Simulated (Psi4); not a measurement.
CF3O3S (SMILES O=S(=O)([O-])C(F)(F)F), charge -1, singlet, geometry from GFN2-xTB (a gas-phase anion, which may not be bound at this level); CCSD(T)/STO-3G run with Psi4.

Here is a job for Psi4.
```
memory 2 GB

molecule mol {
-1 1
  O     1.437599   -0.318940    1.171135
  S     0.923575   -0.035914   -0.150496
  O     1.201674    1.288408   -0.660270
  O     1.035101   -1.112348   -1.109604
  C    -0.928928    0.036122    0.151369
  F    -1.262751    0.991986    1.033294
  F    -1.409248   -1.119420    0.638116
  F    -1.616738    0.294203   -0.972561
}

set basis sto-3g
set reference rhf

energy('ccsd(t)')
print_variables()
```

The log (banner, timings and long lists left out):

```
   => Loading Basis Set <=

    Name: STO-3G
    Role: ORBITAL
    Keyword: BASIS

         ---------------------------------------------------------
                                   SCF
               by Justin Turney, Rob Parrish, Andy Simmonett
                          and Daniel G. A. Smith
                              RHF Reference
         ---------------------------------------------------------

  ==> Geometry <==

    Molecular point group: c1
    Full point group: C1

    Geometry (in Angstrom), charge = -1, multiplicity = 1:

       Center              X                  Y                   Z               Mass
    ------------   -----------------  -----------------  -----------------  -----------------
         O            1.466644503433    -0.320069292016     1.166401965681    15.994914619570
         S            0.952620503433    -0.037043292016    -0.155229034319    31.972071174400
         O            1.230719503433     1.287278707984    -0.665003034319    15.994914619570
         O            1.064146503433    -1.113477292016    -1.114337034319    15.994914619570
         C           -0.899882496567     0.034992707984     0.146635965681    12.000000000000
         F           -1.233705496567     0.990856707984     1.028560965681    18.998403162730
         F           -1.380202496567    -1.120549292016     0.633382965681    18.998403162730
         F           -1.587692496567     0.293073707984    -0.977294034319    18.998403162730

  Running in c1 symmetry.

  Rotational constants: A =      0.09165  B =      0.05199  C =      0.05199 [cm^-1]
  Rotational constants: A =   2747.63927  B =   1558.50233  C =   1558.50206 [MHz]
  Nuclear repulsion =  553.212116262700079

  Charge       = -1
  Multiplicity = 1
  Electrons    = 74
  Nalpha       = 37
  Nbeta        = 37

  ==> Algorithm <==

  SCF Algorithm Type is PK.
  DIIS enabled.
  MOM disabled.
  Fractional occupation disabled.
  Guess Type is SAD.
  Energy threshold   = 1.00e-08
  Density threshold  = 1.00e-08
  Integral threshold = 1.00e-12

  ==> Primary Basis <==

  Basis Set: STO-3G
    Blend: STO-3G
    Number of shells: 26
    Number of basis functions: 44
    Number of Cartesian functions: 44
    Spherical Harmonics?: true
    Max angular momentum: 1

  ==> Integral Setup <==

  Using in-core PK algorithm.
   Calculation information:
      Number of atoms:                   8
      Number of AO shells:              26
      Number of primitives:             78
      Number of atomic orbitals:        44
      Number of basis functions:        44

      Integral cutoff                 1.00e-12
      Number of threads:                 1

  Performing in-core PK
  Using 981090 doubles for integral storage.
  We computed 47838 shell quartets total.
  Whereas there are 61776 unique shell quartets.

  ==> DiskJK: Disk-Based J/K Matrices <==

    J tasked:                  Yes
    K tasked:                  Yes
    wK tasked:                  No
    Schwarz Cutoff:          1E-12

  Minimum eigenvalue in the overlap matrix is 2.7411914968E-01.
  Reciprocal condition number of the overlap matrix is 1.4220077523E-01.
    Using symmetric orthogonalization.

  ==> Pre-Iterations <==

  SCF Guess: Superposition of Atomic Densities via on-the-fly atomic UHF (no occupation information).

   -------------------------
    Irrep   Nso     Nmo
   -------------------------
     A         44      44
   -------------------------
    Total      44      44
   -------------------------

  ==> Iterations <==

                        Total Energy        Delta E     RMS |[F,P]|

   @RHF iter SAD:  -943.45128965461777   -9.43451e+02   0.00000e+00
   @RHF iter   1:  -945.07189720589565   -1.62061e+00   1.96767e-02 DIIS/ADIIS
   @RHF iter   2:  -945.55725304740724   -4.85356e-01   8.46171e-03 DIIS/ADIIS
   @RHF iter   3:  -945.64767142629762   -9.04184e-02   1.30309e-03 DIIS/ADIIS
   @RHF iter   4:  -945.65214196500574   -4.47054e-03   3.03466e-04 DIIS/ADIIS
[...]
  @RHF Final Energy:  -945.65248975333634
    Total Energy =                       -945.6524897533363401
[...]
     4        -0.266453348048627    5.228e-03    0.013481    0.082436    0.082436    0.172306
     5        -0.266516621580193    1.828e-03    0.013638    0.083453    0.083453    0.172488
     6        -0.266530605584908    5.199e-04    0.013674    0.083700    0.083700    0.172447
     7        -0.266525676675413    1.833e-04    0.013679    0.083728    0.083728    0.172422
     8        -0.266523280208464    6.239e-05    0.013678    0.083724    0.083724    0.172405
     9        -0.266525009117743    1.919e-05    0.013678    0.083724    0.083724    0.172404
    10        -0.266525008608217    7.145e-06    0.013678    0.083723    0.083723    0.172404
    11        -0.266525243487444    2.715e-06    0.013678    0.083722    0.083722    0.172404
    12        -0.266525133417546    8.368e-07    0.013678    0.083722    0.083722    0.172404
    13        -0.266525111989777    3.155e-07    0.013678    0.083722    0.083722    0.172404
    14        -0.266525107740886    9.075e-08    0.013678    0.083722    0.083722    0.172404

    Iterations converged.

    Largest TIA Amplitudes:
             36   0         0.0607214814
             25   0        -0.0472662960
             34   6        -0.0374214156
             35   5        -0.0374214079
             36   3        -0.0286594966
             35   2         0.0200939406
             34   1        -0.0200938756
             21   1         0.0187230928
             20   2         0.0187230528
             34   2        -0.0175520329

    Largest TIjAb Amplitudes:
     36  36   0   0        -0.0941023681
     35  35   3   3        -0.0442234319
     34  34   3   3        -0.0442231731
     21  21   1   1        -0.0348721871
     20  20   2   2        -0.0348721499
     32  35   0   3        -0.0327575664
     35  32   3   0        -0.0327575664
     31  34   0   3        -0.0327575211
     34  31   3   0        -0.0327575211
     19  19   4   4        -0.0297318810

    SCF energy       (wfn)                    = -945.652489753336340
    Reference energy (file100)                = -945.652489753335772

    Opposite-spin MP2 correlation energy      =   -0.177429944694348
    Same-spin MP2 correlation energy          =   -0.048900435938092
    Singles MP2 correlation energy            =   -0.000000000000000
    MP2 correlation energy                    =   -0.226330380632440
      * MP2 total energy                      = -945.878820133968247

    Opposite-spin CCSD correlation energy     =   -0.214806140635074
    Same-spin CCSD correlation energy         =   -0.051718967105811
    Singles CCSD correlation energy           =    0.000000000000000
    CCSD correlation energy                   =   -0.266525107740886
      * CCSD total energy                     = -945.919014861076676

            **************************
            *                        *
            *        CCTRIPLES       *
            *                        *
            **************************

    Wave function   =    CCSD_T
    Reference wfn   =      RHF

    Nuclear Rep. energy (wfn)                =  553.212116262700079
    SCF energy          (wfn)                = -945.652489753336340
    Reference energy    (file100)            = -945.652489753335772
    CCSD energy         (file100)            =   -0.266525107740886
    Total CCSD energy   (file100)            = -945.919014861076676

    Number of ijk index combinations:             9139
    Approx. words needed per explicit thread:            1372
    Number of threads for explicit ijk threading:    1

    MKL num_threads set to 1 for explicit threading.

    (T) energy                                =   -0.016705167957906
      * CCSD(T) total energy                  = -945.935720029034542

  Variable Map:
  ----------------------------------------------------------------------------
[...]
  Array Variable Map:
  ----------------------------------------------------------------------------
[...]
[...]
```
